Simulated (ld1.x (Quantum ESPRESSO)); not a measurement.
## silver TM: all-electron and pseudo phase curves

Ag (Z = 47), norm-conserving Troullier–Martins (Kleinman–Bylander form), made with ld1.x (Quantum ESPRESSO) 7.5 (LDA (PZ), scalar-relativistic). Core [Ar] 3d10, reference 4s2 4p6 4d10 5s0.5 5p0.5. Waves: 4s (bound): rc 1.65 bohr; 4p (bound): rc 1.00 bohr; 4d (bound): rc 1.65 bohr. Local part: the d channel. Core correction: a·sin(br)/r model core inside 1.00 bohr.

Occupied shells without a wave of their own: 5p, 5s. They enter only through the test configuration that unscreens the potential, and ld1.x also counts them in the model core charge.

The phase is arctan(r·u′/u) with u = r·R(r), unwrapped; energies in Ry, scanned from -9 to 5 Ry. A pole is an energy at which the radial function vanishes at the test radius. The pseudo phase is shifted by a multiple of π to meet the all-electron one at the reference energy, and phase errors are pseudo minus all-electron; the curves can meet again beyond the range given. Levels narrower than the energy grid can be missing from the lists of poles.

Problem. For each channel, where are the poles, and over which energies does the pseudopotential scatter like the atom?

Solution.

| channel | radius (bohr) | reference energy (Ry) | poles, all-electron | poles, pseudo | unbroken range about the reference energy with phases within 0.05 rad | phase error 1 Ry above the reference energy (rad) |
| --- | --- | --- | --- | --- | --- | --- |
| s | 1.81 | -7.07 | -6.80 | -6.80, 3.40 | below -1.7 | -0.001 |
| p | 1.81 | -4.39 | -3.90 | -3.90 | the whole range | +0.001 |
| d | 1.81 | -0.64 | 0.65 | 0.66 | the whole range | +0.001 |

The potential misses its own reference levels by up to 1.3 eV, so it is not fit for use. ld1.x takes every shell without a wave as core, so the model core holds the 5p, 5s electrons as well and exchange and correlation see them twice. This cancels in the reference configuration, but the file is broken for other ones, and its errors say nothing about a proper core correction.

Phases in the p channel:

| E (Ry) | all-electron | pseudo |
| --- | --- | --- |
| -9.00 | 1.356 | 1.356 |
| -8.76 | 1.351 | 1.352 |
| -8.52 | 1.346 | 1.346 |
| -8.28 | 1.340 | 1.341 |
| -8.04 | 1.334 | 1.334 |
| -7.80 | 1.327 | 1.327 |
| -7.56 | 1.319 | 1.319 |
| -7.32 | 1.310 | 1.310 |
| -7.08 | 1.299 | 1.300 |
| -6.84 | 1.287 | 1.287 |
| -6.60 | 1.272 | 1.272 |
| -6.36 | 1.253 | 1.254 |
| -6.12 | 1.229 | 1.230 |
| -5.88 | 1.196 | 1.197 |
| -5.64 | 1.148 | 1.149 |
| -5.40 | 1.069 | 1.070 |
| -5.16 | 0.916 | 0.917 |
| -4.92 | 0.522 | 0.524 |
| -4.68 | -0.500 | -0.500 |
| -4.44 | -1.203 | -1.203 |
| -4.20 | -1.444 | -1.444 |
| -3.96 | -1.553 | -1.553 |
| -3.72 | -1.616 | -1.616 |
| -3.48 | -1.658 | -1.658 |
| -3.24 | -1.689 | -1.689 |
| -3.00 | -1.714 | -1.714 |
| -2.76 | -1.735 | -1.734 |
| -2.52 | -1.753 | -1.753 |
| -2.28 | -1.770 | -1.769 |
| -2.04 | -1.786 | -1.785 |
| -1.80 | -1.802 | -1.801 |
| -1.56 | -1.818 | -1.817 |
| -1.32 | -1.834 | -1.832 |
| -1.08 | -1.850 | -1.849 |
| -0.84 | -1.868 | -1.866 |
| -0.60 | -1.886 | -1.885 |
| -0.36 | -1.907 | -1.905 |
| -0.12 | -1.929 | -1.927 |
| 0.12 | -1.954 | -1.951 |
| 0.36 | -1.982 | -1.979 |
| 0.60 | -2.014 | -2.011 |
| 0.84 | -2.051 | -2.047 |
| 1.08 | -2.094 | -2.091 |
| 1.32 | -2.146 | -2.142 |
| 1.56 | -2.208 | -2.204 |
| 1.80 | -2.285 | -2.280 |
| 2.04 | -2.380 | -2.376 |
| 2.28 | -2.500 | -2.496 |
| 2.52 | -2.650 | -2.647 |
| 2.76 | -2.835 | -2.833 |
| 3.00 | -3.051 | -3.053 |
| 3.24 | -3.285 | -3.291 |
| 3.48 | -3.513 | -3.522 |
| 3.72 | -3.714 | -3.725 |
| 3.96 | -3.881 | -3.893 |
| 4.20 | -4.015 | -4.027 |
| 4.44 | -4.121 | -4.133 |
| 4.68 | -4.206 | -4.218 |
| 4.92 | -4.275 | -4.286 |
